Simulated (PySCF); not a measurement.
## Si²⁺ (silicon, charge +2) across methods

[Ne] 3s2, closed-shell 1S. All numbers are calculated (PySCF 2.14, scalar relativity by spin-free X2C-1e, in aug-cc-pVTZ-DK).

```tsv
method	E (hartree)	mean ε 2s (eV)	mean ε 2p (eV)	mean ε 3s (eV)	Σ⟨r²⟩ (bohr²)	⟨S²⟩
wB97M-V	-289.0830	-171.15	-124.56	-32.077	11.74	0.000
wB97X	-289.0796	-169.59	-124.17	-32.177	11.69	0.000
UHF	-288.59770	-189.73	-137.12	-32.227	11.91	0.000
LC-wPBE	-288.9712	-167.03	-122.93	-32.592	11.70	0.000
LDA	-287.9076	-160.11	-117.09	-28.652	11.68	0.000
r2SCAN	-289.0416	-164.87	-119.09	-28.701	11.78	0.000
PBE0	-288.9578	-168.40	-122.34	-29.683	11.73	0.000
B97-3	-289.0565	-169.09	-122.80	-29.726	11.69	0.000
```

(1) Estimate the same row for PBE.

## Answers

(1) E (hartree) = -288.9343; mean ε 2s (eV) = -160.87; mean ε 2p (eV) = -117.01; mean ε 3s (eV) = -28.524; Σ⟨r²⟩ (bohr²) = 11.71; ⟨S²⟩ = 0.000.
